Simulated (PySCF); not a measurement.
Isomers of C9H12Si.

All values: PBE0/pcSseg-1 (PySCF) at GFN2-xTB geometries, gas phase, one conformer each.

Question: Rank by the highest Hirshfeld charge on any atom, lowest value first.
A. `C[C@@H]1[SiH2]C=C1C#CC1CC1`
B. `C#C[Si@]1(C)C[C@H](C#CC)C1`
C. `[SiH3:1][CH2:2][C@@:3]12[CH:4]=[CH:5][C@@H:6]([CH:7]=[CH:8]1)[CH:9]=[CH:10]2` with Si1–C2–C3–C4 180°
D. `[cH:1]1[cH:2][cH:3][c:4]([CH:5]2[CH2:6][SiH2:7][CH2:8]2)[cH:9][cH:10]1` with C3–C4–C5–C6 56°

Answer: C (+0.312 e), A (+0.334 e), D (+0.344 e), B (+0.421 e).

Question: Rank by HOMO energy, highest first.
A. `[cH:1]1[cH:2][cH:3][c:4]([CH:5]2[CH2:6][SiH2:7][CH2:8]2)[cH:9][cH:10]1` with C3–C4–C5–C6 56°
B. `[SiH3:1][CH2:2][C@@:3]12[CH:4]=[CH:5][C@@H:6]([CH:7]=[CH:8]1)[CH:9]=[CH:10]2` with Si1–C2–C3–C4 180°
C. `[SiH3:1][CH2:2][C@:3]12[CH:4]=[CH:5][C@@H:6]3[C@H:7]([CH:8]=[CH:9]1)[C@H:10]23` with Si1–C2–C3–C4 -59°, C2–C3–C4–C5 144°, C4–C5–C6–C7 56°, C5–C6–C7–C8 0°, C6–C7–C8–C9 -56°

Answer: B (-6.06 eV), C (-6.46 eV), A (-6.96 eV).

Question: Rank by dipole moment, highest first.
A. `[SiH3:1][CH2:2][C@:3]12[CH:4]=[CH:5][C@@H:6]3[C@H:7]([CH:8]=[CH:9]1)[C@H:10]23` with Si1–C2–C3–C4 -59°, C2–C3–C4–C5 144°, C4–C5–C6–C7 56°, C5–C6–C7–C8 0°, C6–C7–C8–C9 -56°
B. `C[C@@H]1[SiH2]C=C1C#CC1CC1`
C. `[cH:1]1[cH:2][cH:3][c:4]([CH:5]2[CH2:6][SiH2:7][CH2:8]2)[cH:9][cH:10]1` with C3–C4–C5–C6 56°

Answer: B (1.55 D), A (0.62 D), C (0.30 D).

All values together:

```
                                    SMILES  μ (D)  HOMO (eV)  LUMO (eV)  lowest IAO charge (e)  highest IAO charge (e)  lowest Hirshfeld charge (e)  highest Hirshfeld charge (e)
                C#C[Si@]1(C)C[C@H](C#CC)C1   0.40      -6.93      -0.12             -0.717 (C)             +1.050 (Si)                   -0.209 (C)                   +0.421 (Si)
                  [SiH3]CC12C=CC(C=C1)C=C2   0.69      -6.06      -0.17             -0.531 (C)             +0.595 (Si)                   -0.155 (C)                   +0.312 (Si)
                     c1ccc(C2C[SiH2]C2)cc1   0.30      -6.96      -0.27             -0.545 (C)             +0.728 (Si)                   -0.166 (C)                   +0.344 (Si)
                C[C@@H]1[SiH2]C=C1C#CC1CC1   1.55      -6.54      -0.89             -0.429 (C)             +0.729 (Si)                   -0.148 (C)                   +0.334 (Si)
               C=C(C)C#CC1=C[SiH2][C@@H]1C   0.63      -6.52      -1.50             -0.421 (C)             +0.730 (Si)                   -0.143 (C)                   +0.338 (Si)
[SiH3]C[C@]12C=C[C@@H]3[C@H](C=C1)[C@@H]32   0.62      -6.46      -0.02             -0.534 (C)             +0.596 (Si)                   -0.157 (C)                   +0.307 (Si)
```

Conformers: `[SiH3:1][CH2:2][C@@:3]12[CH:4]=[CH:5][C@@H:6]([CH:7]=[CH:8]1)[CH:9]=[CH:10]2` with Si1–C2–C3–C4 180°; `[cH:1]1[cH:2][cH:3][c:4]([CH:5]2[CH2:6][SiH2:7][CH2:8]2)[cH:9][cH:10]1` with C3–C4–C5–C6 56°; `[SiH3:1][CH2:2][C@:3]12[CH:4]=[CH:5][C@@H:6]3[C@H:7]([CH:8]=[CH:9]1)[C@H:10]23` with Si1–C2–C3–C4 -59°, C2–C3–C4–C5 144°, C4–C5–C6–C7 56°, C5–C6–C7–C8 0°, C6–C7–C8–C9 -56°.
